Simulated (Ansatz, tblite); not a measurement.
Removing and adding an electron: the cluster Zr₄O₁₀H₄ (the lowest singlet isomer of a short search). The state is a singlet with charge 0. Geometry: PBE-D4/def2-SVP. Ansatz, gas phase; energy differences of separate SCF runs; the oxidised species was run as a doublet alone; the reduced species was run as a doublet alone.

```xyz
18

Zr    0.5620    1.4478    0.5493
Zr   -2.1698    1.1175   -1.4636
Zr    1.9320   -1.5561    0.9692
Zr   -0.9947   -1.4222    0.2303
O     3.4138   -2.7870    0.7397
O    -2.8732   -0.8293   -0.7914
O     1.6690    0.2691    2.0297
O     0.7936   -0.9952   -0.5612
O    -0.8107    2.6005   -0.7392
O    -0.0430    1.5483   -1.4952
O     2.5339    0.5793    0.8329
O     0.2023   -2.3837    1.5177
O    -1.7149   -0.9769   -1.7372
O    -1.0487    0.3702    0.9782
H     4.1346   -3.4248    0.6471
H    -2.9792    1.6633   -3.0590
H     0.7194    3.0353    1.5092
H    -3.3264    1.7441   -0.1567
```

In the def2 sets Zr takes a core potential; there is no spin–orbit coupling. The xTB rows come from tblite. The structure holds 3 bonds between oxygen atoms, so isomers without such links may lie far lower. HOMO above LUMO, or a gap near zero within one spin, warns that the state may not be the lowest or that an electron is smeared out. The structure comes from a short search, and lower isomers may exist.

| level | −HOMO (eV) | vertical IE (eV) | −LUMO (eV) | vertical EA (eV) | HOMO–LUMO gap (eV) | IE − EA (eV) | remarks |
| --- | --- | --- | --- | --- | --- | --- | --- |
| GFN1-xTB | 10.74 | 13.04 | 8.49 | 6.35 | 2.26 | 6.69 | – |
| GFN2-xTB | 10.86 | 13.11 | 7.65 | 5.45 | 3.21 | 7.65 | – |
| HF/def2-SVP | – | 8.86 | – | 0.59 | – | 8.27 | test for broken spin undecided (singlet) |
| PBE-D4/def2-SVP | 6.22 | 8.69 | 3.12 | 1.24 | 3.10 | 7.45 | HOMO above zero (-1 doublet), gap within one spin near zero (+1 doublet) |
| PBE0-D4/def2-SVP | 7.54 | 9.39 | 2.35 | 1.13 | 5.19 | 8.26 | HOMO above zero (-1 doublet) |

   A HOMO above zero means that the electron is unbound at that level or that self-interaction error raises the level; the energy of removing that electron tells which. Raw xTB energy differences between charge states are shifted by several eV; the methods need an empirical correction for them. Sets without diffuse functions give affinities that are too small.
